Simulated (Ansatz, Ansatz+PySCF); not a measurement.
```xyz
2

O     0.0000    0.0000   -0.5941
O     0.0000    0.0000    0.5941
```

Basis set: def2-SVP (spherical functions). Frozen core: 2 orbitals. Correlation on ROHF uses semicanonical orbitals with singles. Charge 0, multiplicity 3.

Computed with Ansatz (development build ahead of 0.2.0); each method stands on the lowest determinant of its kind that the runs found. Restricted functionals stand beside restricted open-shell atoms, which can lie above the unrestricted atoms usual in DFT and then raise those values.

Give the atomization energy at this shape (free ground-state atoms in the same class of orbitals less the molecule, no zero-point energy) of triplet O2 by ωB97X (unrestricted), ωB97X (restricted open-shell), r²SCAN (unrestricted), r²SCAN (restricted open-shell), PBE (unrestricted), PBE (restricted open-shell), PBE0 (unrestricted), UHF-CCSD(T), UHF-CCSD, ROHF-CCSD, ROHF-MP2, UHF-MP2, UHF, ROHF.

| method | atomization energy |
| --- | --- |
| ωB97X (unrestricted) | 534.2 kJ/mol |
| ωB97X (restricted open-shell) | 537.8 kJ/mol |
| r²SCAN (unrestricted) | 551.1 kJ/mol |
| r²SCAN (restricted open-shell) | 556.2 kJ/mol |
| PBE (unrestricted) | 618.3 kJ/mol |
| PBE (restricted open-shell) | 622.8 kJ/mol |
| PBE0 (unrestricted) | 531.8 kJ/mol |
| UHF-CCSD(T) | 452.8 kJ/mol |
| UHF-CCSD | 432.9 kJ/mol |
| ROHF-CCSD | 430.3 kJ/mol |
| ROHF-MP2 | 536.0 kJ/mol |
| UHF-MP2 | 499.5 kJ/mol |
| UHF | 140.5 kJ/mol |
| ROHF | 115.5 kJ/mol |
